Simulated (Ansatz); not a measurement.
Relaxation of ClH$_{7}$OSi$_{2}$ (11 atoms, charge 0, multiplicity 1), to a largest force component of 0.03 eV/Å in at most 50 steps.

The calculation used RKS PBE-D4/def2-SVP (Ansatz).

```xyz
11
Properties=species:S:1:pos:R:3
Si -0.046 -0.387 -0.323
H 0.661 0.450 2.108
H 1.280 0.281 -0.496
H -1.089 0.517 0.248
Cl -0.714 -0.947 -2.222
O 0.116 -1.774 0.599
Si -0.129 -3.437 0.488
H 1.014 -4.088 -0.238
H -0.182 -3.951 1.896
H -1.420 -3.743 -0.216
H 0.651 -0.271 2.138
```

Problem. Where does it end, and by what steps?

Solution. It converged. The force dipped under the threshold on the way, but the program's further checks kept it going. After 21 steps the energy has fallen by 0.151 eV; H2 moved furthest, 1.28 Å.

```tsv
step	energy less start (eV)	largest force component (eV/Å)	accepted
0	0.0000	1.930	yes
1	-0.1032	0.146	yes
2	-0.1317	0.117	yes
3	-0.1396	0.075	yes
4	-0.1398	0.152	yes
5	-0.1420	0.032	yes
6	-0.1427	0.149	yes
7	-0.1436	0.144	yes
8	-0.1445	0.067	yes
9	-0.1456	0.052	yes
10	-0.1464	0.176	yes
11	-0.1471	0.097	yes
12	-0.1479	0.021	yes
13	-0.1487	0.064	yes
14	-0.1488	0.110	yes
15	-0.1493	0.038	yes
16	-0.1496	0.004	yes
17	-0.1500	0.012	yes
18	-0.1486	0.250	no
19	-0.1502	0.081	yes
20	-0.1505	0.043	yes
21	-0.1506	0.016	yes
```

```xyz
11
Properties=species:S:1:pos:R:3
Si -0.162 -0.373 -0.753
H 0.924 -0.132 3.216
H 1.179 0.278 -0.897
H -1.230 0.607 -0.387
Cl -0.661 -1.229 -2.586
O -0.091 -1.563 0.405
Si -0.119 -3.243 0.552
H 0.953 -3.863 -0.299
H 0.135 -3.549 1.997
H -1.460 -3.780 0.142
H 0.671 -0.502 2.590
```

Whether the end is a true minimum wasn't checked by a vibrational analysis.

Time of the run: 48 s on 2 threads of Arm Neoverse V1 (shared host), peak memory 0.14 GiB.
